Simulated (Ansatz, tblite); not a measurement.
Forces on Pd4S3 at its r2SCAN-D4/def2-SVP geometry. The state is a singlet with charge 0.

In the def2 sets Pd takes a core potential; there is no spin–orbit coupling. The xTB rows come from tblite. The restricted singlet is unstable towards broken spin symmetry in Hartree–Fock (as tested in another run); at PBE-D4/def2-TZVP this wasn't settled. No other spin state of charge 0 was run. Another isomer (singlet) lies 1.13 eV lower at PBE0-D4/def2-TZVP; other spin states weren't run for this one.

GFN1-xTB (tblite), largest force 1.64 eV/Å:

```xyz
7
positions Å, forces eV/Å
Pd    0.815    0.768    1.623    0.178    0.017    0.129
Pd    0.698   -1.781    0.477    0.171   -0.121    0.067
Pd   -1.145    1.604   -0.038   -0.117    0.142   -0.120
Pd   -1.263   -0.945   -1.183   -0.123    0.005   -0.183
S    -1.147   -0.453    1.126    0.076    0.030   -0.075
S     1.891    0.032   -0.265   -1.280    0.470   -0.915
S     0.151    0.775   -1.739    1.095   -0.543    1.097
```

GFN2-xTB (tblite), largest force 0.95 eV/Å:

```
Pd 0.083 0.076 0.358
Pd 0.065 -0.323 0.178
Pd -0.289 0.234 0.042
Pd -0.308 -0.164 -0.137
S -0.378 -0.149 0.371
S -0.124 0.392 -0.860
S 0.950 -0.066 0.049
```

PBE-D4/def2-TZVP (Ansatz), largest force 0.59 eV/Å:

```
Pd -0.039 -0.159 -0.178
Pd -0.021 0.241 0.002
Pd 0.089 -0.214 -0.069
Pd 0.108 0.186 0.111
S 0.402 0.159 -0.395
S -0.437 -0.035 0.123
S -0.102 -0.178 0.407
```
